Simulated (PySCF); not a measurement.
Structure with atom numbers: `[CH2:1]=[CH:2][CH2:3][c:4]1[cH:5][cH:6][o:7][cH:8]1`; H(Xn) means a hydrogen on atom n. Ha(C1) is cis to C3; Hb(C1) is trans to C3.

- shieldings: GIAO PBE0/pcSseg-1
- geometry: GFN2-xTB
- program: PySCF 2.14
- non-relativistic, averaged over atoms made equivalent by symmetry, fast rotation or ring inversion, one conformer, isolated molecule

Scale: ¹³C (σ = 186.93 ppm) vs TMS (reference shieldings calculated alike).

Q: Do the ¹³C shifts follow the atomic charges (in e)? Tabulate both.

A: 
```csv
atoms,hybridisation,δ (ppm),σ para (ppm),Hirshfeld,IAO,Mulliken,ESP-fitted
C2,sp2,149.6,-219,-0.04,-0.12,-0.21,+0.16
C6,sp2,148.2,-217,+0.00,+0.00,+0.18,+0.02
C8,sp2,143.5,-211,-0.00,-0.02,+0.20,-0.11
C4,sp2,131.7,-204,-0.03,-0.05,-0.31,+0.19
C1,sp2,119.5,-186,-0.11,-0.33,-0.15,-0.60
C5,sp2,119.0,-182,-0.09,-0.23,-0.13,-0.45
C3,sp3,36.0,-92,-0.07,-0.27,-0.05,-0.44
```

Correlation coefficients of δ with charge over these carbons: Hirshfeld +0.45, IAO +0.62, Mulliken +0.10, ESP-fitted +0.57; with the paramagnetic shielding -1.00. Among the 6 sp2 carbons alone: Hirshfeld +0.88, IAO +0.79, Mulliken +0.45, ESP-fitted +0.78. With so few points, grouped by hybridisation, these coefficients are fragile. Charge is one influence among several: hybridisation and low-lying excitations act through the paramagnetic term.

Shifts are as computed. Against solution values, carbons near 30 ppm lie about +3 ppm off and those near 130 ppm about +5 ppm. Of 1211 compounds with measured shifts, 218 miss one by over three times the rms of a fit or turn the order of signals round; such compounds aren't used in these exercises.
